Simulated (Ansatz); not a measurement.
`F[CH2][GaH][SiH3]` + `BC#CC` → `[BH2][GaH][SiH3]` + `CC#CCF`  (formal exchange of groups at a Ga–C bond)

Program: Ansatz. Geometries: PBE0-D4/def2-TZVP. ΔE: electronic, gas phase. CCSD(T)/CBS adds triple-zeta CCSD(T) − MP2 to the extrapolated MP2 energy (def2 sets, frozen cores). DFT in def2-TZVPP. B3LYP here is the variant with VWN-RPA as its local correlation; programs differ in this. HSE06 is defined as in plane-wave codes. For Ga outer-core shells are correlated without core-valence functions, which leaves a few kJ/mol of doubt a bond. Scalar relativity is left out up to krypton. Each species was taken in one conformer, which may not be the lowest.

`F[CH2][GaH][SiH3]`:

Z-matrix (Å, degrees):
```
C
Ga 1 1.993
F 1 1.390 2 113.0
H 1 1.097 2 110.4 3 121.2
H 1 1.097 2 110.4 3 -121.2
Si 2 2.418 1 119.3 3 179.7
H 2 1.570 1 119.1 3 -0.2
H 6 1.490 2 112.9 1 0.8
H 6 1.491 2 110.3 1 -119.8
H 6 1.491 2 110.4 1 121.5
```

`BC#CC`:

```xyz
9

B    -2.168   -0.767    0.188
C    -0.767   -0.265    0.073
C     0.373    0.142   -0.024
C     1.730    0.619   -0.145
H    -2.388   -1.820    0.708
H    -3.076   -0.118   -0.240
H     2.217    0.127   -0.992
H     2.312    0.384    0.749
H     1.767    1.698   -0.317
```

`[BH2][GaH][SiH3]`:

```xyz
9

B    -1.055   -1.582   -1.117
Ga   -0.871   -0.086    0.284
Si    1.199    1.132    0.612
H    -1.380   -1.355   -2.248
H    -0.795   -2.725   -0.864
H    -2.052    0.364    1.227
H     0.981    2.586    0.366
H     2.305    0.686   -0.280
H     1.667    0.980    2.020
```

`CC#CCF`:

```xyz
10

C    -0.157   -2.046    0.196
C    -0.057   -0.606    0.078
C     0.031    0.588   -0.030
C     0.129    2.030   -0.145
F     0.773    2.405   -1.311
H     0.406   -2.411    1.058
H     0.244   -2.530   -0.698
H    -1.198   -2.359    0.310
H     0.695    2.446    0.695
H    -0.866    2.484   -0.154
```

```tsv
level	ΔE (kJ/mol)	difference from CCSD(T)/CBS
LDA (SPW92)	62.9	-3.1
BLYP-D4	74.9	8.9
B3LYP-D4	71.7	5.7
r2SCANh-D4	69.2	3.2
BHLYP-D4	68.9	2.9
PBE	66.7	0.7
B3LYP	71.2	5.2
r2SCANh	69.1	3.1
r2SCAN0	67.0	1.0
HSE06	64.1	-1.9
MP2/def2-SVP	65.4	-0.6
MP2/def2-TZVPP	69.0	3.0
SCS-MP2/def2-TZVPP	67.4	1.4
HF/def2-QZVPP	65.8	-0.2
HF/CBS(def2)	65.9	-0.1
CCSD/CBS(def2)	64.1	-1.9
CCSD(T)/CBS	66.0	0
```

Largest T1 diagnostic among the species: 0.014.

From BLYP to BHLYP (50 % exact exchange), in def2-TZVPP and without D4, ΔE moves by −5.7 kJ/mol. Leaving LDA and LC-ωPBE aside and taking each functional with its dispersion term where it has one, the values spread over 10.9 kJ/mol, from PBE0-D4 to BLYP-D4. LDA lies −3.8 kJ/mol from PBE without D4.

CCSD(T)/CBS has its own doubt, a few kJ/mol and more with outer-core shells, so smaller differences from it don't rank the levels.
